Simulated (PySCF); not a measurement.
Gas-phase reaction: 4 GeH₃ + 3 HCl + GeCl₂ = 5 GeH₃Cl

Method: PySCF energies plus ideal-gas RRHO corrections (1 bar). † marks an energy on the PBE0/def2-TZVP geometry and frequencies; other levels use their own. MP2 freezes the core. 6-31G* has spherical d functions here. Open shells (unrestricted): GeH₃ (multiplicity 2); the rest are closed-shell singlets. B3LYP is the form with VWN-RPA correlation. Ge: all electrons, no relativistic terms. GeH₃: computed as isolated molecules; such fragments, hydroxides, amides, oligomers or adducts are transient or little studied in the gas. MP2 isn't extrapolated to the basis-set limit.

```csv
level,"ΔH°(298 K), kJ"
B3LYP/6-31G*,___
M06-2X/def2-TZVP†,-761
MP2/def2-TZVPP†,-801
PBE0/def2-SVP†,___
PBE0/def2-TZVP,-752
```

Problem. Fill in the missing entries.

Solution. 
- B3LYP/6-31G*, ΔH°(298 K), kJ: -727
- PBE0/def2-SVP†, ΔH°(298 K), kJ: -758
